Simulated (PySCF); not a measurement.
Cl3Ga, charge -1, multiplicity 2. Atoms are numbered in the order given.

```xyz
4

Ga     0.0000     0.0000    -0.5117
Cl     1.8712     1.0803     0.3111
Cl    -1.8712     1.0803     0.3111
Cl     0.0000    -2.1606     0.3111
```
Charge -1, spin multiplicity 2.

Geometry optimised at B3LYP-D3(BJ)/def2-SVPD.

Method: PySCF with CAM-B3LYP/def2-TZVPD.

Gas-phase values at a fixed geometry.

```
Item                                                                 Value
------------------------------------------------  ------------------------
total energy                                           -3305.89786 hartree
point group                                                            C3v
α spin, highest occupied and lowest empty level          -2.73 and 3.81 eV
β spin, highest occupied and lowest empty level          -5.49 and 2.01 eV
dipole moment about the centre of nuclear charge                    1.59 D
mean static polarisability                           96.3 bohr³ (14.28 Å³)
polarisability, principal values                  82.0, 103.5, 103.5 bohr³
⟨S²⟩                                               0.753 (pure state 0.75)
```
